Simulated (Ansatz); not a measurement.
Harmonic vibrations of `Cl[Si](Cl)(Cl)Br` by finite differences.

```yaml
crystal:
  periodic: [false, false, false]
  atoms:
    - {symbol: Cl, position_ang: [-0.852880, -0.217682, 1.821586]}
    - {symbol: Si, position_ang: [0.003445, -0.042577, -0.003195]}
    - {symbol: Cl, position_ang: [1.690477, -1.158176, -0.059225]}
    - {symbol: Cl, position_ang: [-1.285660, -0.709676, -1.412792]}
    - {symbol: Br, position_ang: [0.494418, 2.054411, -0.387875]}
basis:
  gaussian: {orbitals: def2-TZVP}
hamiltonian: {xc: pbe0, dispersion: d4}
phonons: {temperatures: {t_min: 298.15, t_max: 900, t_step: 200}}
```

```sh
$ ansatz run in.yaml --threads 4 --pin off --events-out ev --progress --plain
```

Shortened log:

```
Functional definition: PBE0
mean field -115475.34357580 eV, -4243.6406044116 hartree, gradient 1.2e-5 eV, S^2 0.000000; 0 other end points of the search recorded, 0 dependent functions left out
mean field -115475.34353817 eV, -4243.6406030287 hartree, gradient 5.6e-7 eV, S^2 0.000000; 0 other end points of the search recorded, 0 dependent functions left out
mean field -115475.34358245 eV, -4243.6406046561 hartree, gradient 5.6e-7 eV, S^2 0.000000; 0 other end points of the search recorded, 0 dependent functions left out
mean field -115475.34356286 eV, -4243.6406039358 hartree, gradient 5.6e-7 eV, S^2 0.000000; 0 other end points of the search recorded, 0 dependent functions left out
mean field -115475.34357745 eV, -4243.6406044722 hartree, gradient 5.6e-7 eV, S^2 0.000000; 0 other end points of the search recorded, 0 dependent functions left out
mean field -115475.34357074 eV, -4243.6406042255 hartree, gradient 5.6e-7 eV, S^2 0.000000; 0 other end points of the search recorded, 0 dependent functions left out
mean field -115475.34347758 eV, -4243.6406008020 hartree, gradient 5.6e-7 eV, S^2 0.000000; 0 other end points of the search recorded, 0 dependent functions left out
mean field -115475.34349192 eV, -4243.6406013290 hartree, gradient 5.6e-7 eV, S^2 0.000000; 0 other end points of the search recorded, 0 dependent functions left out
mean field -115475.34349205 eV, -4243.6406013338 hartree, gradient 5.6e-7 eV, S^2 0.000000; 0 other end points of the search recorded, 0 dependent functions left out
mean field -115475.34350012 eV, -4243.6406016303 hartree, gradient 5.6e-7 eV, S^2 0.000000; 0 other end points of the search recorded, 0 dependent functions left out
mean field -115475.34349955 eV, -4243.6406016093 hartree, gradient 5.6e-7 eV, S^2 0.000000; 0 other end points of the search recorded, 0 dependent functions left out
mean field -115475.34349173 eV, -4243.6406013220 hartree, gradient 5.6e-7 eV, S^2 0.000000; 0 other end points of the search recorded, 0 dependent functions left out
mean field -115475.34349188 eV, -4243.6406013276 hartree, gradient 5.6e-7 eV, S^2 0.000000; 0 other end points of the search recorded, 0 dependent functions left out
mean field -115475.34357264 eV, -4243.6406042953 hartree, gradient 5.6e-7 eV, S^2 0.000000; 0 other end points of the search recorded, 0 dependent functions left out
mean field -115475.34348897 eV, -4243.6406012207 hartree, gradient 5.6e-7 eV, S^2 0.000000; 0 other end points of the search recorded, 0 dependent functions left out
mean field -115475.34352245 eV, -4243.6406024509 hartree, gradient 5.6e-7 eV, S^2 0.000000; 0 other end points of the search recorded, 0 dependent functions left out
mean field -115475.34358433 eV, -4243.6406047249 hartree, gradient 5.6e-7 eV, S^2 0.000000; 0 other end points of the search recorded, 0 dependent functions left out
mean field -115475.34356957 eV, -4243.6406041824 hartree, gradient 5.6e-7 eV, S^2 0.000000; 0 other end points of the search recorded, 0 dependent functions left out
mean field -115475.34357136 eV, -4243.6406042482 hartree, gradient 5.6e-7 eV, S^2 0.000000; 0 other end points of the search recorded, 0 dependent functions left out
mean field -115475.34351433 eV, -4243.6406021525 hartree, gradient 5.6e-7 eV, S^2 0.000000; 0 other end points of the search recorded, 0 dependent functions left out
mean field -115475.34358049 eV, -4243.6406045839 hartree, gradient 5.6e-7 eV, S^2 0.000000; 0 other end points of the search recorded, 0 dependent functions left out
mean field -115475.34354482 eV, -4243.6406032730 hartree, gradient 5.6e-7 eV, S^2 0.000000; 0 other end points of the search recorded, 0 dependent functions left out
mean field -115475.34358408 eV, -4243.6406047157 hartree, gradient 5.6e-7 eV, S^2 0.000000; 0 other end points of the search recorded, 0 dependent functions left out
mean field -115475.34350776 eV, -4243.6406019112 hartree, gradient 5.6e-7 eV, S^2 0.000000; 0 other end points of the search recorded, 0 dependent functions left out
mean field -115475.34357783 eV, -4243.6406044861 hartree, gradient 5.6e-7 eV, S^2 0.000000; 0 other end points of the search recorded, 0 dependent functions left out
mean field -115475.34358257 eV, -4243.6406046602 hartree, gradient 5.6e-7 eV, S^2 0.000000; 0 other end points of the search recorded, 0 dependent functions left out
mean field -115475.34355566 eV, -4243.6406036713 hartree, gradient 5.6e-7 eV, S^2 0.000000; 0 other end points of the search recorded, 0 dependent functions left out
mean field -115475.34358598 eV, -4243.6406047856 hartree, gradient 5.6e-7 eV, S^2 0.000000; 0 other end points of the search recorded, 0 dependent functions left out
mean field -115475.34347082 eV, -4243.6406005537 hartree, gradient 5.6e-7 eV, S^2 0.000000; 0 other end points of the search recorded, 0 dependent functions left out
mean field -115475.34355945 eV, -4243.6406038105 hartree, gradient 5.6e-7 eV, S^2 0.000000; 0 other end points of the search recorded, 0 dependent functions left out
mean field -115475.34358060 eV, -4243.6406045879 hartree, gradient 5.6e-7 eV, S^2 0.000000; 0 other end points of the search recorded, 0 dependent functions left out
Total energy: -115475.58788768 eV, -4243.6495827077 hartree
Atom 0 at    -0.852880    -0.217682     1.821586 Å, force     0.000056    -0.000169    -0.000129 eV/Å
Atom 1 at     0.003445    -0.042577    -0.003195 Å, force    -0.000065    -0.000130     0.000068 eV/Å
Atom 2 at     1.690477    -1.158176    -0.059225 Å, force    -0.000207    -0.000070     0.000032 eV/Å
Atom 3 at    -1.285660    -0.709676    -1.412792 Å, force     0.000096    -0.000113     0.000138 eV/Å
Atom 4 at     0.494418     2.054411    -0.387875 Å, force     0.000120     0.000483    -0.000108 eV/Å
Dipole moment:     0.004681     0.019978    -0.003668 e Å
Vibrations: 127.10 127.11 186.53 201.92 201.92 368.46 554.79 618.87 618.89 cm⁻¹, zero-point energy 0.186323 eV
```

Hardware: 4 threads of a server CPU on a shared host. Wall time 120 s, peak host memory 0.72 GiB.
